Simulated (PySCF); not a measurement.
Can point charges reproduce the dipole moment of 1-butylpyrrolidine (`CCCCN1CCCC1`)?

Coordinates (GFN2-xTB, Å) and charges (e) from the PBE0/pcSseg-1 density (PySCF):

```csv
atom,x,y,z,Mulliken,IAO,Hirshfeld,ESP-fitted
C1,4.003,0.265,0.217,-0.2539,-0.4152,-0.1172,-0.3670
C2,2.803,-0.187,-0.606,-0.2785,-0.2459,-0.0643,+0.1904
C3,1.492,0.040,0.143,-0.2520,-0.2527,-0.0719,+0.2309
C4,0.282,-0.373,-0.691,+0.0093,-0.1414,-0.0259,-0.5520
N5,-0.937,-0.364,0.086,-0.6372,-0.2606,-0.0984,-0.1590
C6,-1.395,0.953,0.492,-0.0093,-0.1555,-0.0293,+0.0156
C7,-2.856,0.748,0.916,-0.2312,-0.2676,-0.0696,-0.1585
C8,-3.251,-0.606,0.302,-0.2074,-0.2644,-0.0717,-0.1235
C9,-2.070,-0.958,-0.599,-0.0095,-0.1510,-0.0308,-0.0772
H10,3.929,1.326,0.446,+0.1057,+0.1350,+0.0379,+0.0739
H11,4.929,0.096,-0.327,+0.1128,+0.1394,+0.0392,+0.0895
H12,4.048,-0.284,1.155,+0.1076,+0.1360,+0.0384,+0.0759
H13,2.780,0.364,-1.549,+0.1132,+0.1269,+0.0346,-0.0316
H14,2.905,-1.248,-0.846,+0.1133,+0.1271,+0.0354,-0.0283
H15,1.412,1.095,0.410,+0.1206,+0.1241,+0.0337,-0.0098
H16,1.490,-0.541,1.067,+0.1179,+0.1351,+0.0342,-0.0208
H17,0.203,0.285,-1.579,+0.0829,+0.0903,+0.0193,+0.1303
H18,0.430,-1.397,-1.048,+0.1083,+0.1310,+0.0378,+0.1852
H19,-0.778,1.329,1.309,+0.1269,+0.1377,+0.0375,+0.0443
H20,-1.336,1.670,-0.347,+0.0820,+0.0925,+0.0194,+0.0643
H21,-2.946,0.722,2.000,+0.1232,+0.1392,+0.0390,+0.0752
H22,-3.484,1.558,0.545,+0.1177,+0.1364,+0.0375,+0.0632
H23,-4.185,-0.554,-0.255,+0.1150,+0.1362,+0.0383,+0.0616
H24,-3.357,-1.359,1.081,+0.1218,+0.1391,+0.0378,+0.0688
H25,-1.922,-2.034,-0.704,+0.1193,+0.1371,+0.0392,+0.0820
H26,-2.209,-0.524,-1.606,+0.0816,+0.0912,+0.0196,+0.0765
```

Q: Form Σ q r in debye for every column and set it beside the full dipole.

A: The full density gives (-0.20, 0.25, -0.37) D, 0.49 D in size; dipole vectors point from the negative to the positive end.

| scheme | μx | μy | μz | size (D) | share of the full size (%) | angle to the full dipole (°) |
| --- | --- | --- | --- | --- | --- | --- |
| Mulliken | -0.13 | 0.87 | -0.61 | 1.07 | 220 | 26 |
| IAO | -0.23 | 0.17 | -0.27 | 0.39 | 81 | 11 |
| Hirshfeld | -0.13 | 0.03 | -0.05 | 0.14 | 29 | 41 |
| ESP-fitted | -0.25 | 0.28 | -0.41 | 0.56 | 115 | 3 |

Q: Which set comes closest?

A: Length of the difference vector: ESP-fitted 0.07 D, IAO 0.12 D, Hirshfeld 0.39 D, Mulliken 0.67 D. Closest: ESP-fitted. 

Q: What is left for the Hirshfeld atoms' own dipoles?

A: The Hirshfeld atoms' densities add up to the full density, so μ = Σ q r + Σ (atomic dipoles). The atomic dipoles sum to (-0.20, 0.25, -0.37) − (-0.13, 0.03, -0.05) = (-0.07, 0.22, -0.32) D, 0.39 D in size.

Q: With the origin at the mean of the coordinates, (-0.001, 0.001, 0.001) Å, which are the largest single terms, by size, of the IAO dipole along the direction of the full one?

A: C1 +3.35, H12 -1.75, H22 +1.20, H11 -1.16, C7 -1.12 D; all 26 atoms together +0.39 D. The single terms depend on the origin, their sum doesn't.

Q: Give the size of the full dipole in other units.

A: 0.49 D = 0.191 au = 0.101 e·Å = 1.62 × 10⁻³⁰ C·m.

Isolated species at its GFN2-xTB geometry (one conformer only).
